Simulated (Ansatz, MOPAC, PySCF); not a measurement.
Dimer: H2S (SMILES S) (first 3 atoms) with C3H6 (SMILES C=CC); geometry from B3LYP-D3(BJ)/def2-TZVP, rigid monomers moved along the line of their centres of mass till H2···C4 is 2.40 Å.
(charge 0, multiplicity 1):
| atom | x (Å) | y (Å) | z (Å) |
|---|---|---|---|
| S | 0.1223 | 0.4633 | 0.7293 |
| H | 0.6505 | 0.1531 | 1.9271 |
| H | 1.2451 | 0.1330 | 0.0720 |
| C | 1.1826 | 0.2283 | 4.2675 |
| C | 0.0845 | -0.5110 | 4.1582 |
| C | -1.2885 | 0.0200 | 3.8983 |
| H | 1.1492 | 1.3086 | 4.1784 |
| H | 2.1507 | -0.2176 | 4.4559 |
| H | 0.1684 | -1.5902 | 4.2555 |
| H | -1.9726 | -0.2552 | 4.7059 |
| H | -1.2868 | 1.1068 | 3.8049 |
| H | -1.7025 | -0.4043 | 2.9789 |

Monomers are frozen at their geometry in the pair; levels with a basis set take the counterpoise correction.

Rows in 6-31G* carry no dispersion term and start afresh at each structure (6-31G* with six Cartesian d functions). The state that PM6, PM7 reach isn't checked; PM7 holds dispersion and hydrogen-bond terms.

Codes used: Ansatz (Gaussian basis) for Hartree–Fock, density functionals and correlated methods; MOPAC for PM6, PM7 (differences of heats of formation); PySCF for 6-31G* rows. 

### Question
One of these levels gives 12.5 kJ/mol for the interaction energy. Name it.
A. PM6
B. PM7
C. HF/aug-cc-pV(D+d)Z
D. B3LYP/6-31G*

### Answer
C, HF/aug-cc-pV(D+d)Z. The others give -3.2 (PM6), -5.0 (PM7), 2.3 (B3LYP/6-31G*)

Ansatz is a first-principles code.
